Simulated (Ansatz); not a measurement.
The cluster HgS₂. Total charge 0; singlet. Geometry PBE0-D4/def2-TZVP.

| atom | x (Å) | y (Å) | z (Å) |
| --- | --- | --- | --- |
| Hg1 | 0.000 | 0.000 | 0.000 |
| S2 | 0.301 | -2.178 | -0.350 |
| S3 | -0.301 | 2.178 | 0.350 |

In the def2 sets Hg takes a core potential; there is no spin–orbit coupling. LC-ωPBE has ω = 0.4 bohr⁻¹. The restricted singlet is unstable towards broken spin symmetry at other levels; at PBE-D4/def2-SVP, PBE-D4/def2-TZVPD, PBE0-D4/def2-SVP, r2SCAN0-D4/def2-TZVP and others this wasn't settled. At PBE-D4/def2-SVP, PBE-D4/def2-TZVPD an occupied level lies above an empty one. At PBE0-D4/def2-TZVP a triplet of charge 0 lies 1.19 eV below the restricted singlet, each at its own geometry. The structure comes from a short search, and lower isomers may exist.

**Question.** Estimate the orbital energies around the gap (eV) in Ansatz with PBE-D4/def2-SVP, PBE-D4/def2-TZVPD, PBE0-D4/def2-SVP, r2SCAN0-D4/def2-TZVP, LC-ωPBE/def2-TZVP.

**Answer.** 
```
orbital  PBE-D4/def2-SVP  PBE-D4/def2-TZVPD  PBE0-D4/def2-SVP  r2SCAN0-D4/def2-TZVP  LC-ωPBE/def2-TZVP
 HOMO−9           -13.16             -13.04            -15.04                -15.18             -17.78
 HOMO−8           -12.91             -12.82            -14.94                -15.10             -17.76
 HOMO−7           -12.83             -12.80            -14.68                -14.93             -17.60
 HOMO−6           -12.28             -12.20            -14.30                -14.51             -17.10
 HOMO−5           -12.27             -12.20            -14.29                -14.50             -17.09
 HOMO−4            -9.35              -9.34            -10.59                -10.75             -13.29
 HOMO−3            -7.63              -7.80             -8.77                 -9.08             -11.50
 HOMO−2            -7.32              -7.45             -8.06                 -8.37             -11.06
 HOMO−1            -6.71              -6.90             -7.88                 -8.10             -10.07
   HOMO            -5.89              -6.10             -7.20                 -7.49              -9.51
   LUMO            -6.52              -6.65             -6.13                 -6.30              -4.77
 LUMO+1            -1.55              -1.79             -0.72                 -0.72               1.28
 LUMO+2            -0.83              -1.20             -0.11                 -0.25               1.39
 LUMO+3            -0.55              -0.94              0.08                 -0.06               1.42
 LUMO+4             2.41               0.17              3.17                  1.77               2.97
 LUMO+5             2.69               0.89              3.45                  3.01               4.40
```
